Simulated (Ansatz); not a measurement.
This geometry of C₂H₁₀AlNSi (15 atoms, charge 0, multiplicity 1) is a first-order saddle point.

Theory: Ansatz 0.2.0, RHF/STO-3G.

```xyz
15
Properties=species:S:1:pos:R:3
C -1.165 -0.487 0.714
N 0.159 -0.429 0.067
Si 1.476 -1.214 0.930
C 0.425 0.906 -0.543
Al -0.925 1.377 -1.824
H -1.280 0.210 1.552
H -1.366 -1.490 1.089
H -1.955 -0.253 -0.006
H 1.053 -1.605 2.233
H 2.585 -0.330 1.044
H 1.894 -2.379 0.226
H 1.391 0.844 -1.042
H 0.545 1.669 0.233
H -1.066 0.583 -3.060
H -1.793 2.548 -1.584
```

**Question.** Which two structures does it join? (They come from a converged band through this point; their orientation in space is the band's.)

**Answer.** No bond is made or broken. The dihedral C1–N2–Si3–H10 goes from 173 to -67°. The two ends are copies of one structure, up to a mirror image or an exchange of like atoms.

First end point:

```xyz
15
Properties=species:S:1:pos:R:3
C -1.162 -0.664 0.557
N 0.190 -0.450 0.002
Si 1.492 -1.163 0.942
C 0.386 0.968 -0.427
Al -0.897 1.485 -1.759
H -1.377 -0.059 1.445
H -1.301 -1.710 0.826
H -1.926 -0.420 -0.187
H 1.655 -0.531 2.211
H 2.703 -1.028 0.209
H 1.199 -2.539 1.156
H 1.391 1.040 -0.841
H 0.378 1.637 0.440
H -0.871 0.839 -3.085
H -1.882 2.544 -1.459
```

Last end point:

```xyz
15
Properties=species:S:1:pos:R:3
C -1.156 -0.466 0.739
N 0.143 -0.468 0.037
Si 1.462 -1.203 0.939
C 0.432 0.862 -0.580
Al -0.927 1.362 -1.841
H -1.214 0.255 1.563
H -1.369 -1.453 1.148
H -1.967 -0.224 0.046
H 1.062 -2.504 1.353
H 1.813 -0.448 2.098
H 2.598 -1.286 0.087
H 1.389 0.774 -1.093
H 0.581 1.622 0.193
H -1.104 0.575 -3.076
H -1.765 2.550 -1.583
```

**Question.** How far does it lie above each of them?

**Answer.** 0.090 eV above the first and 0.090 eV above the second. This is the barrier of this one path; another mechanism may lie lower. Limits of this set-up: minimal basis.

Run time: 53 s on 1 thread of Arm Neoverse V2, with other jobs on the host, peak memory 0.1 GiB.
